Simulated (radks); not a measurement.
Neutral erbium, 68 electrons, occupied as [Xe] 4f12 6s2.

Calculated with a radial shooting solver on a logarithmic mesh with Libxc functionals: scalar-relativistic Kohn-Sham, PBE, spin-polarised, spherical densities, point nucleus; open shells are filled with parallel spins first (spin-orbit coupling, left out, can overturn this in heavy ions); hard spherical wall at 12 bohr.

Energy parts (eV):
part                      energy
total                 -356098.98
kinetic                386125.08
electron-nucleus      -874004.11
Hartree                139335.55
exchange-correlation    -7555.49

Orbitals (lengths in bohr, moments of r in powers of bohr; <r^-3> diverges for s and p1/2):
| orbital | occ. | eigenvalue (eV) | <r> | <r^2> | <r^-3> |
|---|---|---|---|---|---|
| 1s up | 1 | -57377.02 | 0.02037 | 0.0005677 | - |
| 1s down | 1 | -57377.02 | 0.02037 | 0.0005677 | - |
| 2s up | 1 | -9638.952 | 0.08646 | 0.008833 | - |
| 2s down | 1 | -9638.932 | 0.08646 | 0.008833 | - |
| 2p up | 3 | -8524.456 | 0.07672 | 0.007187 | 14320 |
| 2p down | 3 | -8524.441 | 0.07672 | 0.007187 | 14320 |
| 3s up | 1 | -2160.060 | 0.2253 | 0.05803 | - |
| 3s down | 1 | -2159.210 | 0.2253 | 0.05800 | - |
| 3p up | 3 | -1821.104 | 0.2245 | 0.05843 | 3085 |
| 3p down | 3 | -1820.255 | 0.2245 | 0.05840 | 3087 |
| 3d up | 5 | -1397.058 | 0.2038 | 0.04875 | 409.4 |
| 3d down | 5 | -1396.411 | 0.2037 | 0.04871 | 409.6 |
| 4s up | 1 | -426.8151 | 0.5081 | 0.2915 | - |
| 4s down | 1 | -425.0183 | 0.5081 | 0.2915 | - |
| 4p up | 3 | -315.3553 | 0.5390 | 0.3306 | 696.1 |
| 4p down | 3 | -313.5861 | 0.5391 | 0.3307 | 695.5 |
| 4d up | 5 | -166.1355 | 0.5836 | 0.3955 | 77.54 |
| 4d down | 5 | -164.3954 | 0.5839 | 0.3961 | 77.43 |
| 5s up | 1 | -52.2421 | 1.251 | 1.763 | - |
| 5s down | 1 | -51.3942 | 1.256 | 1.779 | - |
| 5p up | 3 | -26.6463 | 1.492 | 2.543 | 85.83 |
| 5p down | 3 | -26.0497 | 1.502 | 2.579 | 84.08 |
| 6s up | 1 | -3.8351 | 3.985 | 18.07 | - |
| 4f up | 7 | -3.8218 | 0.8225 | 0.9428 | 10.65 |
| 6s down | 1 | -3.7857 | 4.013 | 18.31 | - |
| 4f down | 5 | -2.3132 | 0.8469 | 1.031 | 10.44 |
| 6p up | 0 | -1.0381 | 5.381 | 32.35 | 4.229 |
| 6p down | 0 | -1.0226 | 5.407 | 32.64 | 4.179 |
| 5d up | 0 | -0.9285 | 3.450 | 15.09 | 1.999 |
| 5d down | 0 | -0.8221 | 3.555 | 15.98 | 1.836 |
| 7s up | 0 | 1.0908 | 7.225 | 57.71 | - |
| 7s down | 0 | 1.1057 | 7.232 | 57.83 | - |

The highest occupied level is 4f down at -2.313 eV. The density falls to 0.001 e/bohr^3 at r = 5.11 bohr. Summed over all electrons, <r^2> = 74.59 bohr^2, which gives a Langevin (diamagnetic) susceptibility term of -59.1 x 10^-6 cm^3/mol. Spin moment in Bohr magnetons: 2. The pressure on the wall is 0.00506 GPa.
